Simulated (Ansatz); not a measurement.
Cartesian coordinates in Å:
```
Cl 0.921 1.648 -1.973
Al -0.705 0.747 -0.988
Cl -1.874 1.970 0.262
Cl -1.684 -0.827 -1.985
As 0.570 -0.604 0.800
H 1.555 -1.643 0.341
H 1.440 0.142 1.773
H -0.224 -1.433 1.770
```

The species carries charge 0 and has multiplicity 1.

(1) List the PBE0/def2-TZVPP orbital energies in eV (the Gaussian-basis code of Ansatz). (An estimate is asked.)

Answers

(1) Computed: Occupied: -11600.16, -2766.93, -2766.93, -2766.93, -1529.33, -1470.74, -1314.19, -1314.19, -1314.15, -258.79, -258.79, -258.79, -197.03, -197.03, -197.03, -196.95, -196.95, -196.95, -196.94, -196.94, -196.94, -194.11, -140.80, -140.80, -140.69, -115.03, -75.09, -75.01, -75.01, -47.25, -47.25, -47.16, -47.16, -47.11, -22.76, -22.31, -22.31, -19.67, -12.68, -12.27, -12.27, -10.63, -10.57, -10.57, -9.31, -9.31, -9.09, -9.09, -8.79, -8.66. Lowest empty: -0.70, -0.70, -0.50, 0.55, 0.93, 1.91, 1.91, 3.29.
